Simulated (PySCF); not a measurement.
C₄H₄O₃. Atoms are numbered in the order given.

```xyz
11

C     -1.0575    -1.8537     0.0000
C     -0.5835    -0.6020     0.0000
O     -1.3296     0.5373     0.0000
C     -0.4465     1.6519     0.0000
O      0.8749     1.1547     0.0000
C      0.8556    -0.2170     0.0000
O      1.8405    -0.8980     0.0000
H     -0.3390    -2.6732     0.0000
H     -2.1267    -2.0654     0.0000
H     -0.6148     2.2555     0.9067
H     -0.6148     2.2555    -0.9067
```
Charge 0, spin multiplicity 1.

Geometry optimised at TPSSh-D3(BJ)/def2-SVP. The values are those of a single conformer.

Calculation: PySCF with KT2/pcSseg-1.

GIAO shieldings, no solvent; atoms listed in one row are averaged. δ = σ(ref) − σ: ¹³C against TMS (σ = 185.1 ppm); ¹⁷O against H2O (σ = 330.4 ppm); ¹H against TMS (σ = 31.47 ppm), references at their B3LYP-D3(BJ)/def2-TZVP geometries, non-relativistic.

Computed chemical shifts:
| nucleus | atoms | count | δ (ppm) |
|---|---|---|---|
| ¹³C | C6 | 1 | 157.3 |
| ¹³C | C2 | 1 | 142.2 |
| ¹³C | C4 | 1 | 100.9 |
| ¹³C | C1 | 1 | 89.5 |
| ¹⁷O | O7 | 1 | 367.7 |
| ¹⁷O | O5 | 1 | 228.2 |
| ¹⁷O | O3 | 1 | 152.3 |
| ¹H | H10, H11 | 2 | 6.03 |
| ¹H | H8 | 1 | 5.47 |
| ¹H | H9 | 1 | 5.15 |
